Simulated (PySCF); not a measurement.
Species: C5H11Ga.
Atom-mapped SMILES: `[CH3:1][GaH:2][CH:3]1[CH2:4][CH2:5][CH2:6]1` (hydrogens: H7, H8, H9 on C1; H10 on Ga2; H11 on C3; H12, H13 on C4; H14, H15 on C5; H16, H17 on C6)

Computed with PySCF at CAM-B3LYP/def2-SVPD, non-relativistic, on one gas-phase PBE0-D3(BJ)/def2-SVP geometry that isn't relaxed in the solvent. The solvent is an IEF-PCM continuum (Bondi radii, 1.10 Å for H, scaled by 1.2), and excitations are vertical TDDFT with non-equilibrium linear response and a frozen core. The model holds no explicit solvent molecules, cavitation or dispersion. Spin–orbit coupling is left out although an atom past zinc is present.

Gas-phase singlets (H = HOMO, L = LUMO):

```json
{"state": "S1", "E (eV)": "4.706", "λ (nm)": "263", "f": "0.000", "leading configurations": "H→L 97%"}
{"state": "S2", "E (eV)": "5.319", "λ (nm)": "233", "f": "0.002", "leading configurations": "H-1→L 98%"}
{"state": "S3", "E (eV)": "6.520", "λ (nm)": "190", "f": "0.040", "leading configurations": "H→L+1 89%"}
{"state": "S4", "E (eV)": "6.933", "λ (nm)": "179", "f": "0.016", "leading configurations": "H-2→L 93%"}
{"state": "S5", "E (eV)": "6.969", "λ (nm)": "178", "f": "0.001", "leading configurations": "H-3→L 91%"}
```

Q: Give the list for dichloromethane (ε = 8.93), n² = 2.03.

A: 
| state | E (eV) | λ (nm) | f | leading configurations | change by rank (eV) |
| --- | --- | --- | --- | --- | --- |
| S1 | 4.848 | 256 | 0.000 | H→L 97% | +0.142 |
| S2 | 5.525 | 224 | 0.003 | H-1→L 97% | +0.206 |
| S3 | 6.578 | 188 | 0.056 | H→L+1 87% | +0.058 |
| S4 | 7.051 | 176 | 0.014 | H-2→L 95% | +0.118 |
| S5 | 7.112 | 174 | 0.006 | H-3→L 55%, H→L+2 32% | +0.143 |

Q: The ground-state energy changes by -0.092 eV from gas to dichloromethane. By how much does the total energy of gas-phase S1 change?

A: E(S1) = E(S0) + excitation energy, so it changes by -0.092 + 0.142 = +0.050 eV: it isn't lowered at all, while the ground state is. This is the vertical state, with the slow part of the continuum still set for S0.

Q: How do the frontier levels move from gas to dichloromethane?

A: 
```tsv
orbital	gas (eV)	solvent (eV)	change (eV)	Löwdin shares, gas	Löwdin shares, solvent
LUMO+2	1.62	1.72	+0.10	Ga2 19 %, C1 13 %, C6 13 %, H16 9 %	Ga2 21 %, C1 14 %, C6 12 %, H17 9 %
LUMO+1	0.79	1.00	+0.21	Ga2 59 %, C1 8 %, H7 5 %, H8 5 %	Ga2 60 %, C1 8 %, H7 5 %, H8 5 %
LUMO	-0.16	0.16	+0.32	Ga2 54 %, H10 10 %, C1 10 %, C3 8 %	Ga2 53 %, H10 11 %, C1 10 %, C3 8 %
HOMO	-8.37	-8.20	+0.17	C3 32 %, Ga2 19 %, C1 9 %, C6 8 %	C3 32 %, Ga2 18 %, C1 10 %, C6 8 %
HOMO-1	-9.16	-9.08	+0.08	Ga2 29 %, C1 28 %, H10 24 %, H9 5 %	Ga2 28 %, C1 27 %, H10 24 %, H9 5 %
HOMO-2	-10.02	-9.83	+0.19	C3 22 %, C5 22 %, C6 15 %, C4 14 %	C3 23 %, C5 22 %, C6 14 %, C4 14 %
HOMO-3	-10.12	-9.96	+0.16	C6 24 %, C4 23 %, C5 15 %, C3 13 %	C6 23 %, C4 23 %, C5 15 %, C3 13 %
```

The HOMO–LUMO gap goes from 8.20 to 8.36 eV.

The run took 69 s wall on one thread of an Intel Xeon at 2.70 GHz (shared host), and the process peaked at 1.3 GiB of memory. This is the whole response run at CAM-B3LYP/def2-SVPD in dichloromethane, SCF included.

The values belong to the conformer `[CH3:1][GaH:2][CH:3]1[CH2:4][CH2:5][CH2:6]1`: C1–Ga2–C3–C4 35°.
